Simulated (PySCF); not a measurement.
## Correlation energy of Ir²⁺ (iridium, charge +2)

[Xe] 4f14 5d7, high-spin 4F determinant. Calculation: PySCF 2.14, in x2c-TZVPPall with one added diffuse shell each of s, p, d, f type (12s8p8d4f1g, 113 functions); scalar relativity by spin-free X2C-1e. Frozen: [Xe] 4f14; 7 electrons correlated.

```csv
level,correlation energy (mhartree)
CCSD,-139.66
(T),-3.82
CCSD(T),-143.48
```

Diagnostics: T1 = 0.0029, D1 = 0.0049, largest double amplitude 0.044.

Spin-orbit coupling, absent here, splits the open shell strongly.

Cost of the coupled-cluster step: roughly 25 core-seconds, for 7 correlated electrons.

Iterations:

```
CC2 = 0
CCSD nocc = (np.int64(5), np.int64(2)), nmo = (79, 79)
frozen orbitals [[0, 1, 2, 3, 4, 5, 6, 7, 8, 9, 10, 11, 12, 13, 14, 15, 16, 17, 18, 19, 20, 21, 22, 23, 24, 25, 26, 27, 28, 29, 30, 31, 32, 33], [0, 1, 2, 3, 4, 5, 6, 7, 8, 9, 10, 11, 12, 13, 14, 15, 16, 17, 18, 19, 20, 21, 22, 23, 24, 25, 26, 27, 28, 29, 30, 31, 32, 33]]
max_cycle = 100
direct = 0
conv_tol = 1e-08
conv_tol_normt = 1e-06
diis_space = 8
diis_start_cycle = 0
Init t2, MP2 energy = -0.133783599053451
Init E_corr(UCCSD) = -0.133783599054317
cycle = 1  E_corr(UCCSD) = -0.137850211723812  dE = -0.00406661267  norm(t1,t2) = 0.0218892
cycle = 2  E_corr(UCCSD) = -0.138658055862732  dE = -0.000807844139  norm(t1,t2) = 0.0122844
cycle = 3  E_corr(UCCSD) = -0.139541463665158  dE = -0.000883407802  norm(t1,t2) = 0.00870445
cycle = 4  E_corr(UCCSD) = -0.139626705682381  dE = -8.52420172e-05  norm(t1,t2) = 0.00319713
cycle = 5  E_corr(UCCSD) = -0.139646322424234  dE = -1.96167419e-05  norm(t1,t2) = 0.000894882
cycle = 6  E_corr(UCCSD) = -0.13966079896043  dE = -1.44765362e-05  norm(t1,t2) = 0.000299153
cycle = 7  E_corr(UCCSD) = -0.139659315397728  dE = 1.4835627e-06  norm(t1,t2) = 5.05834e-05
cycle = 8  E_corr(UCCSD) = -0.139659383819137  dE = -6.84214088e-08  norm(t1,t2) = 1.05029e-05
cycle = 9  E_corr(UCCSD) = -0.139659497374344  dE = -1.13555207e-07  norm(t1,t2) = 2.52229e-06
cycle = 10  E_corr(UCCSD) = -0.139659490167988  dE = 7.20635585e-09  norm(t1,t2) = 4.36762e-07
UCCSD converged
E(UCCSD) = -17823.23058923256  E_corr = -0.1396594901679885
UCCSD(T) correction = -0.00381806430381122
```
